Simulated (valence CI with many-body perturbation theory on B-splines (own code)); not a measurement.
## Energy levels of Re²⁺

Calculated by valence CI with perturbative core correlation (CI+MBPT): five valence electrons over a frozen Dirac-Fock core [Xe] 4f14, radial functions for each j: 7 s, 7 p, 8 d, 6 f, 4 g, 1 h, with the one-electron correlation potential Σ1 (screened to all orders), the two-electron term Σ2, the three-electron term Σ3, Breit, model QED; selected single and double excitations, second order for the rest, scaled by the run's own slope (own B-spline code, finite nucleus).

Against 47 measured levels this calculation errs by 931 cm⁻¹ on average and by 1519 at most. These come from a selection out of Brasseur, Gamrath and Quinet, At. Data Nucl. Data Tables 157, 101636 (2024). Levels without a partner in it may be off by more, other configurations by 1,000 to 8,000 cm⁻¹. Among the levels kept, up to 1500 cm⁻¹ of a level comes from second order outside the variational space, and about a tenth of that is noise between levels of different J, which matters for small intervals. Only levels of the ground parity were solved; by the run's estimate the other parity begins above the list, which can be wrong where configurations are misplaced. 2 measured levels below the end of the list, from 41405 cm⁻¹ on, found no clear computed partner.

Levels 1 to 45 of 51, with energies above the lowest level, 5d5 6S_5/2. "Leading %" is the weight of the configuration and term that name the level; weights of strongly mixed levels are sums over their largest components and can fall short. In the jj column 3d3/2^4 stands for four electrons in 3d with j = 3/2. Lifetimes count E1, E2, E3, M1 and M2 decay at the calculated energies, and are blank where another channel may lead or the interval is too uncertain; long ones can be off by a factor of two.

```
No.  Configuration  Term     J  E (eV)  Leading %                 Leading jj  Lifetime
  1            5d5    6S   5/2  0.0000         89     5d3/2^3 5d5/2^2 (39 %)          
  2            5d5    4G   5/2   1.787         30       5d3/2^4 5d5/2 (64 %)    154 ms
  3         5d4.6s    6D   1/2   1.900         54          5d3/2^4 6s (41 %)    3.15 s
  4            5d5    4P   3/2   2.055         36     5d3/2^3 5d5/2^2 (53 %)    134 ms
  5            5d5    4G   7/2   2.163         69     5d3/2^3 5d5/2^2 (74 %)          
  6            5d5    4G   5/2   2.199         40     5d3/2^3 5d5/2^2 (48 %)    140 ms
  7            5d5    4G  11/2   2.295         84     5d3/2^3 5d5/2^2 (56 %)          
  8         5d4.6s    6D   3/2   2.317         73    5d3/2^3 5d5/2 6s (44 %)    334 ms
  9            5d5    4G   9/2   2.331         86     5d3/2^2 5d5/2^3 (50 %)          
 10            5d5    4D   1/2   2.373         32     5d3/2^2 5d5/2^3 (32 %)          
 11         5d4.6s    6D   5/2   2.540         89  5d3/2^2 5d5/2^2 6s (60 %)    427 ms
 12            5d5    4D   7/2   2.621         57     5d3/2^2 5d5/2^3 (62 %)    583 ms
 13            5d5    4D   5/2   2.778         31     5d3/2^3 5d5/2^2 (38 %)    107 ms
 14            5d5    4D   1/2   2.809         42     5d3/2^2 5d5/2^3 (61 %)    284 ms
 15         5d4.6s    6D   7/2   2.832         82  5d3/2^2 5d5/2^2 6s (45 %)    281 ms
 16            5d5    4P   3/2   2.937         35     5d3/2^2 5d5/2^3 (51 %)    118 ms
 17         5d4.6s    6D   9/2   3.013         77  5d3/2^2 5d5/2^2 6s (39 %)    295 ms
 18            5d5    2I  11/2   3.311         75     5d3/2^2 5d5/2^3 (62 %)    305 ms
 19            5d5    4F   3/2   3.358         40     5d3/2^2 5d5/2^3 (51 %)   86.1 ms
 20            5d5    2F   5/2   3.411         32     5d3/2^2 5d5/2^3 (35 %)   53.9 ms
 21            5d5    4F   7/2   3.466         30     5d3/2^3 5d5/2^2 (63 %)    529 ms
 22            5d5    2G   9/2   3.511         40     5d3/2^3 5d5/2^2 (42 %)    284 ms
 23            5d5    2I  13/2   3.603         97     5d3/2^2 5d5/2^3 (97 %)    2.14 s
 24            5d5    4F   5/2   3.866         55     5d3/2^2 5d5/2^3 (61 %)    104 ms
 25            5d5    2F   7/2   3.874         47     5d3/2^2 5d5/2^3 (55 %)    164 ms
 26         5d4.6s    4D   1/2   3.994         21          5d3/2^4 6s (41 %)   42.7 ms
 27            5d5    2F   5/2   4.016         37     5d3/2^2 5d5/2^3 (33 %)   71.7 ms
 28            5d5    2H   9/2   4.083         43     5d3/2^2 5d5/2^3 (85 %)   75.8 ms
 29            5d5    2D   3/2   4.086         35       5d3/2 5d5/2^4 (48 %)   97.7 ms
 30            5d5    2G   7/2   4.197         33     5d3/2^2 5d5/2^3 (48 %)    230 ms
 31            5d5    2F   7/2   4.390         42       5d3/2 5d5/2^4 (43 %)          
 32         5d4.6s    4H   7/2   4.425         49    5d3/2^3 5d5/2 6s (43 %)          
 33         5d4.6s    4D   3/2   4.467         45    5d3/2^3 5d5/2 6s (48 %)   67.8 ms
 34         5d4.6s    4H   9/2   4.498         55  5d3/2^2 5d5/2^2 6s (43 %)    197 ms
 35            5d5    2S   1/2   4.582         36       5d3/2 5d5/2^4 (28 %)          
 36         5d4.6s    4P   1/2   4.659         48  5d3/2^2 5d5/2^2 6s (24 %)          
 37         5d4.6s    4F   5/2   4.680         29  5d3/2^2 5d5/2^2 6s (43 %)    102 ms
 38            5d5    2H  11/2   4.682         46       5d3/2 5d5/2^4 (54 %)   67.4 ms
 39            5d5    2H   9/2   4.745         37       5d3/2 5d5/2^4 (60 %)    108 ms
 40         5d4.6s    4H  11/2   4.848         61  5d3/2^2 5d5/2^2 6s (62 %)    118 ms
 41         5d4.6s    4F   7/2   4.948         28  5d3/2^2 5d5/2^2 6s (73 %)   73.3 ms
 42         5d4.6s    4F   3/2   4.968         36  5d3/2^2 5d5/2^2 6s (42 %)          
 43         5d4.6s    4H  13/2   5.001         85  5d3/2^2 5d5/2^2 6s (73 %)    352 ms
 44         5d4.6s    4D   5/2   5.035         46  5d3/2^2 5d5/2^2 6s (34 %)          
 45         5d4.6s    4D   3/2   5.088         44  5d3/2^2 5d5/2^2 6s (73 %)
```

Names give the largest LS component (configuration and term), which can be under half, so a name can repeat, a term be missing and a line seem to break the LS rules; names also repeat where a configuration has a term twice.

Where two levels of one J and parity lie close, their mixing, g and order are uncertain.

The ionisation energy to 5d4 5D_0 of the next ion comes out as 27.189 eV (NIST: 27 ± 1.6 eV (theoretical)). All 51 levels together are meant to be complete up to 5.342 eV.
